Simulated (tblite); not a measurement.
A tight-binding relaxation on `[CH2]COC(=O)CO[SiH3]` [radical].

Computed with GFN2-xTB geometry optimisation, gas phase (tblite 0.8.0). Start geometry: from a force field or distance geometry. The command runs a driver script over a list of jobs; the input below is this job's line of settings and its coordinates in Å.

Command:
```bash
OMP_NUM_THREADS=1 python probes_run.py task.json out
```

Input:
```
{"job": {"kind": "relax", "xc": "GFN2-xTB", "basis": "xTB"}, "charge": 0, "multiplicity": 2}
C     -2.946900     1.399200    -0.376600
C     -2.440400     0.048800     0.033400
O     -1.008100     0.173400     0.129900
C     -0.312200    -0.961100     0.494100
O     -0.886300    -2.064400     0.763800
C      1.183500    -0.938700     0.618500
O      1.544200     0.355300     0.291000
Si     3.213500     0.692500     0.347400
H     -3.941000     1.504800     0.155200
H     -3.092100     1.435600    -1.469500
H     -2.874500    -0.305400     1.003300
H     -2.717000    -0.731900    -0.714200
H      1.538400    -1.306300     1.595600
H      1.527800    -1.636300    -0.205300
H      3.905200     0.070000     1.476700
H      3.787700     0.142200    -0.897900
H      3.511300     2.134400     0.342600
```

Q: Give the output.

A: 
```
step      E/eV     max force
  0    -734.78417    4.618
  1    -735.25728    4.883
  2    -735.53549    1.346
  3    -735.65716    0.978
  4    -735.76763    0.638
  5    -735.79775    0.607
  6    -735.84673    0.607
  7    -735.87083    0.543
  8    -735.89232    0.312
  9    -735.90763    0.278
... (72 lines left out)
 82    -736.05499    0.035
 83    -736.05512    0.035
 84    -736.05547    0.041
 85    -736.05567    0.043
 86    -736.05582    0.042
 87    -736.05590    0.034
 88    -736.05598    0.029
 89    -736.05609    0.028
 90    -736.05614    0.020
 91    -736.05620    0.010
```

«max force» is the largest atomic force in eV/Å.

Q: From which step on does the largest force stay under 0.1 eV/Å, and how much energy is left to gain from there?

A: From step 80 (0.071 eV/Å), 2.1 meV above the end.

Summary of the converged run: energy lowered by 29.3 kcal/mol over 91 steps; largest atomic force 0.010 eV/Å at the end.

Time: 0.51 s wall. Hardware: an Arm Neoverse V2 with one thread, no GPU, shared host with 192 logical CPUs at a one-minute load of 86.
Labels such as C1 count atoms from 1, the log's own numbers from 0.
